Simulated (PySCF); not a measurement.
1-ethynyl-1-methylcyclopropane (C6H8), SMILES C#CC1(C)CC1.

Geometry optimised at ωB97X-D3(BJ)/def2-SVP.

Two levels are set side by side: TDA-PBE/def2-SVPD (PySCF) and TDA-PBE0/def2-SVPD (PySCF). Vertical, same geometry. The lowest singlet is HOMO→LUMO 97 % with PBE and HOMO→LUMO+1 86 % with the other functional; states are paired by order. Differences are taken from unrounded values.

```
quantity                              TDA-PBE0
------------------------------------  --------
lowest singlet excitation (eV)            6.33
lowest triplet excitation (TDA) (eV)      5.21
```

What does TDA-PBE give, and how far is it from TDA-PBE0? (Estimate from the structure and the level; the computed values follow.)


```
quantity                              TDA-PBE  TDA-PBE minus TDA-PBE0
------------------------------------  -------  ----------------------
lowest singlet excitation (eV)           6.14                   -0.19
lowest triplet excitation (TDA) (eV)     5.24                    0.03
```

A lower first singlet is the usual sign of a functional without exact exchange. Differences between two approximate levels are no errors against the true value.

Rough cost on one machine, each run with all the roots and properties that it gave: TDA-PBE0 against TDA-PBE about 2 times.
